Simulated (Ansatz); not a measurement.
`[CH3][Sn]([SH])([Cl])[Cl]` → `[CH3]`• + `[SH][Sn]([Cl])[Cl]`•  (homolysis of the C–Sn bond)

Program: Ansatz. Geometries: PBE0-D4/def2-TZVP. ΔE: electronic, gas phase. CCSD(T)/CBS adds triple-zeta CCSD(T) − MP2 to the extrapolated MP2 energy (def2 sets, frozen cores). This one scheme is used for every species. DFT in def2-TZVPP. B3LYP here is the variant with VWN-RPA as its local correlation; programs differ in this. HSE06 is defined as in plane-wave codes. Open shells (•) are unrestricted, without spin–orbit coupling. def2 core potentials past Kr. For Sn outer-core shells are correlated without core-valence functions, which leaves a few kJ/mol of doubt a bond. One conformer a species, not always the lowest.

`[CH3][Sn]([SH])([Cl])[Cl]`:

Z-matrix (Å, degrees):
```
C
Sn 1 2.116
H 1 1.089 2 109.0
H 1 1.089 2 109.0 3 -120.5
H 1 1.089 2 108.2 3 119.8
S 2 2.379 1 113.7 3 60.5
Cl 2 2.323 1 110.4 3 -176.9
Cl 2 2.323 1 110.4 3 -62.1
H 6 1.344 2 92.4 1 -179.7
```

`[CH3]`•:

Cartesian coordinates in Å:
```
C 0.000 0.000 0.000
H 0.521 0.208 0.923
H -1.078 -0.072 -0.007
H 0.556 -0.136 -0.916
```

`[SH][Sn]([Cl])[Cl]`•:

Z-matrix (Å, degrees):
```
Sn
S 1 2.418
Cl 1 2.346 2 108.2
Cl 1 2.338 2 105.9 3 -115.1
H 2 1.346 1 91.2 3 -42.2
```

```csv
level,ΔE (kJ/mol),difference from CCSD(T)/CBS
LDA (SPW92),324.4,18.2
PBE-D4,271.5,-34.7
revPBE-D4,260.2,-46.0
BLYP-D4,247.8,-58.4
r2SCAN-D4,259.9,-46.3
B97M-V,281.7,-24.5
PBE0-D4,280.6,-25.6
B3LYP-D4,262.0,-44.2
r2SCANh-D4,262.1,-44.1
HSE06-D4,279.8,-26.4
BHLYP-D4,268.9,-37.3
CAM-B3LYP-D4,277.2,-29.0
ωB97X-V,301.8,-4.4
B2PLYP,272.7,-33.5
PBE-QIDH,297.0,-9.2
PBE,263.3,-42.9
revPBE,242.3,-63.9
BLYP,231.4,-74.8
r2SCAN,257.5,-48.7
PBE0,273.1,-33.1
B3LYP,249.0,-57.2
r2SCANh,259.4,-46.8
r2SCAN0,262.3,-43.9
HSE06,272.7,-33.5
BHLYP,258.0,-48.2
CAM-B3LYP,269.3,-36.9
RPA@PBE/def2-TZVPP,282.7,-23.5
HF/def2-SVP,196.0,-110.2
MP2/def2-SVP,298.6,-7.6
CCSD/def2-SVP,277.8,-28.4
CCSD(T)/def2-SVP,282.5,-23.7
HF/def2-TZVPP,193.8,-112.4
MP2/def2-TZVPP,314.9,8.7
SCS-MP2/def2-TZVPP,307.6,1.4
CCSD/def2-TZVPP,287.9,-18.3
HF/def2-QZVPP,193.2,-113.0
SCS-MP2/def2-QZVPP,314.1,7.9
HF/CBS(def2),193.2,-113.0
MP2/CBS(def2),324.8,18.6
CCSD/CBS(def2),297.7,-8.5
CCSD(T)/CBS,306.2,0
```

Largest T1 diagnostic among the species: 0.016.

The D4 term adds +13.0 kJ/mol with B3LYP and +7.5 kJ/mol with PBE0; it sums over pairs of atoms, weighted by their polarisabilities, and B3LYP, whose exchange is more repulsive, gets the larger term. From BLYP to BHLYP (50 % exact exchange), in def2-TZVPP and without D4, ΔE moves by +26.6 kJ/mol. In def2-TZVPP, CCSD(T) changes the Hartree–Fock value by +102.5 kJ/mol (the triples alone add +8.4 kJ/mol) and MP2 by +121.1 kJ/mol; breaking electron pairs costs correlation energy, which Hartree–Fock lacks.
